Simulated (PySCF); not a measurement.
C2H12Ge2Si.
Structure used (PBE0-D3(BJ)/def2-SVP), in Å, numbered top down from 1:
```xyz
17
C2H12Ge2Si angstrom
C     -1.9461   -0.3551    0.8908
C     -1.6624   -0.2898   -0.6066
Si    -0.6387    1.2104   -1.1362
Ge     1.4716    1.1840   -0.0219
Ge     2.3161   -1.0885    0.0170
H     -2.4902    0.5367    1.2402
H     -2.5554   -1.2350    1.1507
H     -1.0159   -0.4196    1.4786
H     -1.1261   -1.1953   -0.9407
H     -2.6044   -0.2690   -1.1818
H     -0.3863    1.1679   -2.6119
H     -1.3712    2.4791   -0.8225
H      1.3511    1.6860    1.4328
H      2.4926    2.0867   -0.7450
H      2.4229   -1.6370   -1.4197
H      3.7039   -1.1745    0.6795
H      1.3453   -1.9941    0.8019
```

All values: CAM-B3LYP/def2-SVPD (PySCF, non-relativistic), on one gas-phase PBE0-D3(BJ)/def2-SVP geometry that isn't relaxed in the solvent. The solvent is an IEF-PCM continuum (van der Waals radii × 1.2), and excitations are vertical TDDFT with non-equilibrium linear response and a frozen core. The model holds no explicit solvent molecules, cavitation or dispersion. Spin–orbit coupling is left out although an atom past zinc is present.

Gas-phase singlets (H = HOMO, L = LUMO):

```json
{"state": "S1", "E (eV)": "6.646", "λ (nm)": "187", "f": "0.221", "leading configurations": "H→L 82%"}
{"state": "S2", "E (eV)": "6.897", "λ (nm)": "180", "f": "0.052", "leading configurations": "H→L+3 43%, H→L+1 43%"}
{"state": "S3", "E (eV)": "6.965", "λ (nm)": "178", "f": "0.157", "leading configurations": "H→L+1 47%, H→L+3 28%, H→L+2 10%"}
{"state": "S4", "E (eV)": "7.148", "λ (nm)": "173", "f": "0.049", "leading configurations": "H→L+2 39%, H-1→L 31%, H→L+3 10%"}
{"state": "S5", "E (eV)": "7.327", "λ (nm)": "169", "f": "0.119", "leading configurations": "H-1→L 50%, H→L+2 23%"}
```

Problem. Give the list for acetone (ε = 20.49), n² = 1.85.

Solution. 
```
state  E (eV)  λ (nm)      f           leading configurations  change by rank (eV)
   S1   6.601     188  0.435                          H→L 87%               -0.045
   S2   6.870     180  0.113             H→L+1 72%, H→L+3 22%               -0.027
   S3   6.948     178  0.105  H→L+3 52%, H→L+1 20%, H→L+2 15%               -0.017
   S4   7.122     174  0.072  H→L+2 38%, H-1→L 33%, H→L+3 11%               -0.026
   S5   7.301     170  0.199             H-1→L 50%, H→L+2 26%               -0.026
```

Problem. How do the frontier levels move from gas to acetone?

Solution. 
```json
{"orbital": "LUMO+2", "gas (eV)": "1.15", "solvent (eV)": "1.29", "change (eV)": "+0.14", "Löwdin shares, gas": "Si3 20 %, Ge5 18 %, Ge4 14 %, H11 7 %", "Löwdin shares, solvent": "Si3 23 %, Ge5 16 %, Ge4 15 %, H11 7 %"}
{"orbital": "LUMO+1", "gas (eV)": "0.89", "solvent (eV)": "1.02", "change (eV)": "+0.13", "Löwdin shares, gas": "Ge4 30 %, Ge5 17 %, H13 10 %, Si3 9 %", "Löwdin shares, solvent": "Ge4 30 %, Ge5 18 %, H13 10 %, H14 9 %"}
{"orbital": "LUMO", "gas (eV)": "0.56", "solvent (eV)": "0.69", "change (eV)": "+0.13", "Löwdin shares, gas": "Ge5 28 %, Ge4 13 %, Si3 12 %, H16 10 %", "Löwdin shares, solvent": "Ge5 30 %, Ge4 14 %, Si3 12 %, H16 10 %"}
{"orbital": "HOMO", "gas (eV)": "-8.81", "solvent (eV)": "-8.68", "change (eV)": "+0.13", "Löwdin shares, gas": "Ge4 32 %, Si3 21 %, Ge5 21 %, H16 5 %", "Löwdin shares, solvent": "Ge4 32 %, Si3 22 %, Ge5 20 %, H16 5 %"}
{"orbital": "HOMO-1", "gas (eV)": "-9.50", "solvent (eV)": "-9.34", "change (eV)": "+0.16", "Löwdin shares, gas": "Ge4 27 %, Ge5 14 %, C2 14 %, Si3 12 %", "Löwdin shares, solvent": "Ge4 25 %, C2 16 %, Ge5 14 %, Si3 12 %"}
{"orbital": "HOMO-2", "gas (eV)": "-10.16", "solvent (eV)": "-9.99", "change (eV)": "+0.17", "Löwdin shares, gas": "Si3 21 %, C2 19 %, H11 11 %, Ge4 10 %", "Löwdin shares, solvent": "Si3 21 %, C2 18 %, Ge4 11 %, H11 11 %"}
{"orbital": "HOMO-3", "gas (eV)": "-10.55", "solvent (eV)": "-10.43", "change (eV)": "+0.12", "Löwdin shares, gas": "Ge4 21 %, Ge5 16 %, H14 14 %, H17 11 %", "Löwdin shares, solvent": "Ge4 21 %, Ge5 15 %, H14 14 %, H17 11 %"}
```

The HOMO–LUMO gap goes from 9.37 to 9.37 eV.
